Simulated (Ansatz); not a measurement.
`BC(C)=C=C`. Total charge 0; spin multiplicity 1. The structure was optimised at the PBE0-D4/def2-TZVP level.

```xyz
12

B     0.678   -0.869   -1.365
C    -0.064   -0.294   -0.152
C    -1.199   -1.013    0.534
C     0.359    0.881    0.264
C     0.795    2.039    0.653
H     0.369   -1.940   -1.806
H     1.566   -0.249   -1.870
H    -0.874   -2.002    0.870
H    -1.575   -0.461    1.397
H    -2.025   -1.170   -0.163
H     1.593    2.120    1.384
H     0.376    2.957    0.255
```

Q: What is the dipole moment at ωB97M-V/def2-TZVPP? (An estimate is asked.)

A: Computed: 1.23 D, with components (-0.45, 0.64, 0.95) D in this frame, pointing from negative to positive charge.

Q: And with PBE, r2SCAN, B3LYP? (Estimate.)

A: Ansatz gave: PBE 1.38 D, r2SCAN 1.32 D, B3LYP 1.26 D.

Q: Give the Mulliken charges with ωB97M-V, PBE, B3LYP in def2-TZVPP. (Best estimate.)

A: Computed: 
```json
{"atom": "B1", "ωB97M-V": "-0.18", "PBE": "-0.10", "B3LYP": "-0.10"}
{"atom": "C2", "ωB97M-V": "-0.03", "PBE": "-0.07", "B3LYP": "-0.10"}
{"atom": "C3", "ωB97M-V": "-0.31", "PBE": "-0.25", "B3LYP": "-0.25"}
{"atom": "C4", "ωB97M-V": "0.04", "PBE": "0.11", "B3LYP": "0.12"}
{"atom": "C5", "ωB97M-V": "-0.23", "PBE": "-0.22", "B3LYP": "-0.24"}
{"atom": "H6", "ωB97M-V": "0.06", "PBE": "0.01", "B3LYP": "0.02"}
{"atom": "H7", "ωB97M-V": "0.08", "PBE": "0.02", "B3LYP": "0.04"}
{"atom": "H8", "ωB97M-V": "0.11", "PBE": "0.10", "B3LYP": "0.09"}
{"atom": "H9", "ωB97M-V": "0.11", "PBE": "0.09", "B3LYP": "0.09"}
{"atom": "H10", "ωB97M-V": "0.11", "PBE": "0.10", "B3LYP": "0.09"}
{"atom": "H11", "ωB97M-V": "0.12", "PBE": "0.11", "B3LYP": "0.12"}
{"atom": "H12", "ωB97M-V": "0.12", "PBE": "0.11", "B3LYP": "0.12"}
```

B3LYP here is the variant with VWN-RPA as its local correlation; programs differ in this.
